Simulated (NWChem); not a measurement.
System meant: CH₃CdIO; SMILES C[O][Cd][I]

NWChem input:

```
start job
memory heap 200 mb stack 900 mb global 1100 mb
geometry units angstroms noautoz
  Cd     0.468222     0.584186     0.001300
  I     -0.704473    -1.716010     0.000738
  O      1.497202     2.267337     0.004341
  C      0.934853     3.540188    -0.011430
  H      0.296326     3.761329     0.868718
  H      1.750448     4.287646    -0.001374
  H      0.326427     3.752202    -0.914874
end
basis spherical
  * library def2-svp
end
ecp
  Cd library def2-ecp
  I library def2-ecp
end
dft
  xc xpbe96 cpbe96
  iterations 4
  mulliken
end
task dft energy
```

End of the output:

```
    Atom       Charge   Shell Charges
 -----------   ------   -------------------------------------------------------
    1 Cd  20    19.76   0.01  1.02  0.93  0.63  0.31  5.65  0.70  0.42  8.65  1.45  0.00
    2 I   25    25.03   1.25  0.73  1.06  0.77  2.77  3.18  2.50  2.73  9.47  0.55
    3 O    8     8.28   1.97  0.93  0.63  2.69  2.03  0.02
    4 C    6     5.95   1.96  0.58  0.30  1.83  1.15  0.13
    5 H    1     1.00   0.65  0.28  0.06
    6 H    1     0.98   0.65  0.27  0.06
    7 H    1     1.00   0.65  0.28  0.06

 center of mass
 --------------
 x =   0.02743165 y =  -0.24245009 z =  -0.00000625

 moments of inertia (a.u.)
 ------------------
        2876.348386728654          -0.000000000000           0.000000000000
          -0.000000000000          49.881023830943           0.000000000000
           0.000000000000           0.000000000000        2914.776667606900

     Multipole analysis of the density
     ---------------------------------

     L   x y z        total         alpha         beta         nuclear
     -   - - -        -----         -----         ----         -------
     0   0 0 0      0.000000    -31.000000    -31.000000     62.000000

     1   1 0 0     -0.338360      1.817235      1.817235     -3.972831
     1   0 1 0      0.417585    -25.835204    -25.835204     52.087992
     1   0 0 1     -0.000035     -0.001297     -0.001297      0.002560

     2   2 0 0    -44.314993    -35.167023    -35.167023     26.019053
     2   1 1 0     -2.690692     19.622739     19.622739    -41.936171
     2   1 0 1     -0.000452     -0.000738     -0.000738      0.001024
     2   0 2 0    -46.571358   -528.597918   -528.597918   1010.624478
     2   0 1 1      0.000635     -0.007167     -0.007167      0.014969
     2   0 0 2    -44.344681    -25.013294    -25.013294      5.681907

 ------------------------------------------------------------------------
 dft energy failed                                                                                  0
 ------------------------------------------------------------------------
 ------------------------------------------------------------------------
  current input line :
    24: task dft energy
 ------------------------------------------------------------------------
 ------------------------------------------------------------------------
 This type of error is most commonly associated with calculations not reaching convergence criteria
 ------------------------------------------------------------------------
 For more information see the NWChem manual at https://nwchemgit.github.io

0:dft energy failed:Received an Error in Communication
```

Question: Can this run be used? If not, why, and what is the fix?

Answer: Convergence was not reached. Cause: the SCF was allowed too few iterations. This input runs:
```
start job
memory heap 200 mb stack 900 mb global 1100 mb
geometry units angstroms noautoz
  Cd     0.468222     0.584186     0.001300
  I     -0.704473    -1.716010     0.000738
  O      1.497202     2.267337     0.004341
  C      0.934853     3.540188    -0.011430
  H      0.296326     3.761329     0.868718
  H      1.750448     4.287646    -0.001374
  H      0.326427     3.752202    -0.914874
end
basis spherical
  * library def2-svp
end
ecp
  Cd library def2-ecp
  I library def2-ecp
end
dft
  xc xpbe96 cpbe96
  iterations 150
  mulliken
end
task dft energy
```
It converges to -580.36844 Ha (PBE/def2-SVP with def2 effective core potentials on Cd, I).
